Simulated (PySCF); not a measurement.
# Peak assignment

Atoms are numbered as in `[CH2:1]=[CH:2][O:3][SiH2:4][CH2:5][C:6](=[O:7])[NH:8][CH3:9]` (H(Xn): hydrogen on atom n). Ha(C1) is cis to O3; Hb(C1) is trans to O3.

Calculated, not measured (PySCF): GFN2-xTB geometry, shieldings: GIAO PBE0/pcSseg-1. Relativity neglected, in vacuum, rapidly exchanging positions averaged, one computed conformer.

Scale: ¹³C (σ = 186.93 ppm) and ¹H (σ = 31.72 ppm) vs TMS (reference shieldings calculated alike).

(1) Assign these signals to the numbered atoms. ¹³C{¹H} NMR (computed): δ 174.5 (C), 157.0 (CH), 93.2 (CH2), 26.8 (CH3), 24.6 (CH2).

(2) Assign these signals to the numbered atoms. ¹H NMR (500 MHz, computed): δ 6.61 (m, 1H), 5.18 (t, 2H), 4.54 (br, 1H), 4.35 (m, 1H), 4.29 (m, 1H), 3.11 (d, 3H), 2.08 (t, 2H).

## Answers

(1) 
| δ (ppm) | atoms | environment | reason |
| --- | --- | --- | --- |
| 174.5 | C6 | amide carbonyl carbon | lone-pair donation from the attached heteroatom keeps it upfield of a ketone carbonyl |
| 157.0 | C2 | alkene carbon bearing oxygen | an sp2 carbon further deshielded by the attached heteroatom |
| 93.2 | C1 | β carbon of an enol-ether or enamine type C=C | the O or N lone pair pushes π density onto this β carbon and shields it |
| 26.8 | C9 | methyl carbon bonded to N | deshielded by the electronegative neighbour |
| 24.6 | C5 | sp3 CH2 bonded to Si, α to a carbonyl | the adjacent C=O deshields it moderately |

(2) 
6.61 → H(C2), hydrogen on an alkene carbon bearing oxygen: a vinylic proton, deshielded by the sp2 carbon and the C=C anisotropy
5.18 → H(Si4), hydrogen on a silicon bonded to C, O
4.54 → H(N8), hydrogen on an amide-type nitrogen: exchangeable, gas-phase position
4.35 → Ha(C1), hydrogen on a β carbon of an enol-ether or enamine type C=C: lone-pair donation from O or N shields it, upfield of ordinary alkene protons
4.29 → Hb(C1), hydrogen on a β carbon of an enol-ether or enamine type C=C
3.11 → H(C9), hydrogen on a methyl carbon bonded to N: its carbon carries N, an electronegative neighbour
2.08 → H(C5), hydrogen on an sp3 CH2 bonded to Si, α to a carbonyl: α to C=O

Ha(C1) and Hb(C1) lie closer than the usual error of such a calculation, so a measured spectrum could show them in the other order.

OH/NH shifts are gas-phase values; hydrogen bonding in solution moves them, usually downfield. Amide-type NH protons are broadened by 14N but still split neighbouring CH signals. Shifts are as computed. Against solution values, carbons near 30 ppm lie about +3 ppm off and those near 130 ppm about +5 ppm. Of 1211 compounds with measured shifts, 218 miss one by over three times the rms of a fit or turn the order of signals round; such compounds aren't used in these exercises. Hydrogen bonding in solution deshields acid and N–H amide carbonyl carbons by as much as 10 ppm beyond these values. No couplings were computed; multiplicities are counted from neighbouring protons, with m where these are inequivalent, close in shift, in a saturated or five-membered ring or joined by F or P, and br s for small geminal =CH2 splittings.
